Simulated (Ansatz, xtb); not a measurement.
Relative energy of two structures of AlBClH5Si

We compare I, a singlet given by its coordinates, with II, a singlet given by its coordinates. Both are isolated molecules in the gas phase, relaxed with B3LYP-D3(BJ)/6-311G**.

I (Å):

```xyz
9

Al   -0.1168    1.8497   -0.9125
B    -1.0079   -0.1149   -0.9434
Cl   -0.3255    3.2038   -2.5368
Si   -2.6839    0.6910   -0.8662
H    -3.4840    0.7474    0.3809
H    -3.3071    1.5152   -1.9271
H    -0.3157    0.0104   -1.9409
H    -0.5398   -0.6580    0.0060
H     1.0963    2.1030    0.0550
```

Close contacts (Å): Al1–B2 2.16, Al1–Cl3 2.12, Al1–Si4 2.82, B2–Si4 1.86, Al1–H7 2.12, Al1–H9 1.57, B2–H7 1.22, B2–H8 1.19, Si4–H5 1.48, Si4–H6 1.48.

II (Å):

| atom | x (Å) | y (Å) | z (Å) |
| --- | --- | --- | --- |
| Al | 0.3727 | 1.3282 | -2.9785 |
| B | 0.5649 | -0.2586 | -1.6565 |
| Cl | 0.0818 | 2.8778 | -4.3806 |
| Si | -0.8200 | -1.6133 | -2.2403 |
| H | -2.2159 | -1.0867 | -2.1890 |
| H | -0.6165 | -2.0977 | -3.6375 |
| H | -0.7734 | -2.8103 | -1.3526 |
| H | 1.7105 | -0.5701 | -1.8519 |
| H | 0.3401 | 0.2969 | -0.6131 |

Close contacts (Å): Al1–B2 2.07, Al1–Cl3 2.11, B2–Si4 2.02, B2–H8 1.20, B2–H9 1.20, Si4–H5 1.49, Si4–H6 1.49, Si4–H7 1.49.

Task: Estimate E(II) − E(I) at the level CCSD(T)/def2-SVP + ΔMP2/def2-TZVPP.

Result: Calculated at CCSD(T)/def2-SVP + ΔMP2/def2-TZVPP: E(II) − E(I) = −0.082 eV, so structure II lies lower.

How the difference moves with the method:

```
                             level               geometry  E(II) − E(I) (eV)  departure from the last row (eV)  job, with rough time for the two
                          GFN2-xTB               GFN2-xTB              +0.211                            +0.293              optimisation, 0.27 s
                         HF/STO-3G               GFN2-xTB              −0.979                            −0.897              single point, 0.42 s
                r2SCAN-D4/def2-SVP               GFN2-xTB              −0.385                            −0.303               single point, 3.1 s
             B3LYP-D3(BJ)/6-311G**  B3LYP-D3(BJ)/6-311G**              −0.167                            −0.085                optimisation, 86 s
                       HF/def2-SVP  B3LYP-D3(BJ)/6-311G**              −0.106                            −0.024           part of the CCSD(T) run
                      MP2/def2-SVP  B3LYP-D3(BJ)/6-311G**              −0.071                            +0.011           part of the CCSD(T) run
                  CCSD(T)/def2-SVP  B3LYP-D3(BJ)/6-311G**              −0.074                            +0.009                      single point
CCSD(T)/def2-SVP + ΔMP2/def2-TZVPP  B3LYP-D3(BJ)/6-311G**              −0.082                                                  single point, 17 s
```

GFN2-xTB puts the two in the other order. The largest departure from CCSD(T)/def2-SVP + ΔMP2/def2-TZVPP is that of HF/STO-3G, 0.897 eV. The last row adds to CCSD(T) the change of the MP2 difference between the two basis sets, here −0.009 eV.

With harmonic frequencies from B3LYP-D3(BJ)/6-311G** (ideal gas, rigid rotor, one conformer each, 298.15 K, 1 atm): on the last row, ΔE + ΔZPE = −0.060 eV. A mode under 50 cm⁻¹ makes harmonic enthalpies and free energies unreliable, so none is given.

The correlated steps freeze 16 core orbitals. Programs: Ansatz 0.2.0, xtb 6.7.1; the last row on 2 threads of Intel(R) Xeon(R) Platinum 8259CL CPU @ 2.50GHz (Skylake/Cascade Lake) on a shared host.
